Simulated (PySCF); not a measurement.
C4H6Si. Atoms are numbered in the order given.

```xyz
11

C      2.4728     0.4885     1.2120
C      1.5666     0.2630     0.4131
Si     0.1901    -0.0840    -0.7612
C     -1.3583    -0.5963     0.1668
C     -2.5303     0.0614     0.0636
H      3.2727     0.6888     1.9132
H     -0.1079     1.1527    -1.5633
H      0.6482    -1.1783    -1.6879
H     -1.3046    -1.4831     0.8256
H     -2.6415     0.9561    -0.5739
H     -3.4335    -0.2606     0.6106
```
Charge 0, spin multiplicity 1.

The structure is a stationary point at PBE-D3(BJ)/def2-SVP. The values are those of a single conformer.

All values below come from PySCF with PBE-D3(BJ)/def2-SVP.

Frequencies are harmonic and unscaled.

```
mode  ν (cm⁻¹)  IR (km/mol)  moving atoms (share of kinetic energy)
----  --------  -----------  --------------------------------------
1           67          0.2                 C 60 %, H 28 %, Si 12 %
2          124          0.4                 C 53 %, H 35 %, Si 12 %
3          231          5.1                          C 70 %, H 29 %
4          263          3.1                  C 55 %, H 36 %, Si 9 %
5          312          9.3                          C 68 %, H 28 %
6          478          8.7                          H 59 %, C 38 %
7          595         61.0                 H 54 %, C 25 %, Si 21 %
8          619         41.1                 C 49 %, Si 38 %, H 13 %
9          684         20.4                 C 41 %, H 31 %, Si 28 %
10         693         32.7                          H 76 %, C 24 %
11         700         33.8                          H 76 %, C 23 %
12         730          1.2                          H 87 %, C 12 %
13         828        299.8                         H 82 %, Si 14 %
14         902         79.0                                  H 96 %
15         945         31.5                          H 73 %, C 27 %
16         979         11.1                          H 82 %, C 16 %
17        1002          7.9                                  H 93 %
18        1228          0.2                          H 73 %, C 27 %
19        1371         11.5                          H 85 %, C 15 %
20        1622          5.8                          C 87 %, H 13 %
21        2084         27.9                          C 90 %, H 10 %
22        2157         91.2                                  H 97 %
23        2167         79.7                                  H 97 %
24        3049         12.4                                  H 95 %
25        3072          2.5                           H 92 %, C 8 %
26        3142          7.3                          H 89 %, C 11 %
27        3390         51.5                          H 86 %, C 14 %
```
